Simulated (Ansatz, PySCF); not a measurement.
F2Zn, SMILES [F][Zn-][F] (connectivity only; charge and spin as stated), charge -1, multiplicity 2. Atoms are numbered in the order given.

```xyz
3

Zn     0.0000     0.0000     0.2734
F      0.0000     1.6329    -0.6799
F      0.0000    -1.6329    -0.6799
```
Charge -1, spin multiplicity 2.

The structure is a stationary point at B3LYP-D3(BJ)/def2-SVPD.

Two levels are set side by side: PBE-D3(BJ)/def2-SVPD (Ansatz, a first-principles code) and B3LYP-D3(BJ)/def2-SVPD (PySCF). Each level has its own optimised geometry; the coordinates shown are those of the second. Frequencies come from the Hessian of PySCF at each geometry. Differences are taken from unrounded values.

```json
[
 {"quantity": "mean bond length (Å)", "B3LYP-D3(BJ)": "1.891"},
 {"quantity": "bond Zn1–F2 (Å)", "B3LYP-D3(BJ)": "1.891"},
 {"quantity": "bond Zn1–F3 (Å)", "B3LYP-D3(BJ)": "1.891"},
 {"quantity": "highest harmonic wavenumber (cm⁻¹)", "B3LYP-D3(BJ)": "483"},
 {"quantity": "mean harmonic wavenumber (cm⁻¹)", "B3LYP-D3(BJ)": "363"},
 {"quantity": "zero-point energy (kcal/mol)", "B3LYP-D3(BJ)": "1.55"}
]
```

Task: What does PBE-D3(BJ) give, and how far is it from B3LYP-D3(BJ)? (The exact figures need the calculation; the answer reports its results.)

Result: 
| quantity | PBE-D3(BJ) | PBE-D3(BJ) minus B3LYP-D3(BJ) |
|---|---|---|
| mean bond length (Å) | 1.899 | 0.008 |
| bond Zn1–F2 (Å) | 1.899 | 0.008 |
| bond Zn1–F3 (Å) | 1.899 | 0.008 |
| highest harmonic wavenumber (cm⁻¹) | 470 | -13 |
| mean harmonic wavenumber (cm⁻¹) | 352 | -11 |
| zero-point energy (kcal/mol) | 1.51 | -0.05 |

Exact exchange shortens and stiffens bonds; PBE has none. Differences between two approximate levels are no errors against the true value.
